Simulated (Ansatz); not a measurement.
The first iterations of a band of FH5O2Si2 + HO (12 atoms, charge 0, multiplicity 2).

All numbers below come from UHF/def2-SVP (Ansatz).

```json
{
 "movable images": "7",
 "climbing image": "yes",
 "spring": "5.0 eV/Å²",
 "optimiser": "quadratic models (default)",
 "start path": "through a guess of the saddle point",
 "force threshold": "0.03 eV/Å",
 "iteration limit": "60",
 "end points": "relaxed"
}
```

First end point:

```xyz
12
Properties=species:S:1:pos:R:3
Si 0.274 0.028 0.224
H 0.768 1.086 1.090
O 1.451 -0.904 -0.365
Si 2.677 -1.535 -1.271
H 2.110 -2.424 -2.305
H 3.433 -0.441 -1.914
H 3.571 -2.307 -0.386
F -0.489 0.679 -1.024
O -0.808 -0.853 1.083
H -1.260 -1.584 0.687
O -1.434 -0.533 3.971
H -1.257 -0.626 3.032
```

Last end point:

```xyz
12
Properties=species:S:1:pos:R:3
Si -0.498 -0.059 -0.427
H 1.221 0.488 2.681
O 0.829 -0.844 -0.915
Si 2.383 -1.357 -0.678
H 2.873 -1.882 -1.971
H 3.246 -0.234 -0.263
H 2.423 -2.441 0.322
F -1.548 -0.085 -1.653
O -1.275 -0.855 0.795
H -2.115 -1.245 0.602
O 1.158 -0.229 2.068
H 0.339 -0.669 2.259
```

| iteration | highest image above the first end (eV) | largest band force component (eV/Å) |
| --- | --- | --- |
| 1 | 28.049 | 130.629 |
| 2 | 9.088 | 34.227 |
| 3 | 4.036 | 22.549 |
| 4 | 1.333 | 12.222 |
| 5 | 1.192 | 5.847 |
| 6 | 1.372 | 5.679 |
| 7 | 0.958 | 3.217 |
| 8 | 0.617 | 2.205 |
| 9 | 0.572 | 1.327 |
| 10 | 0.436 | 0.954 |
| 11 | 0.384 | 1.126 |
| 12 | 0.321 | 0.902 |
| 13 | 0.302 | 0.539 |
| 14 | 0.289 | 0.300 |
| 15 | 0.299 | 0.280 |
| 16 | 0.307 | 0.269 |
| 17 | 0.316 | 0.237 |
| 18 | 0.326 | 0.264 |
| 19 | 0.333 | 0.284 |

Task: Does the band converge within its limit, and where does its top end?

Result: The run converged. It ended after 58 iterations with the highest image 1.322 eV above the first end. A vibrational analysis at the climbing image gives one clearly imaginary mode, 2628i cm⁻¹, and a faint second one (17i cm⁻¹) that may be numerical noise or a soft torsion: probably a first-order saddle point.

Time of the run: 15 min on 4 threads of Arm Neoverse V1 (shared host), peak memory 0.54 GiB.
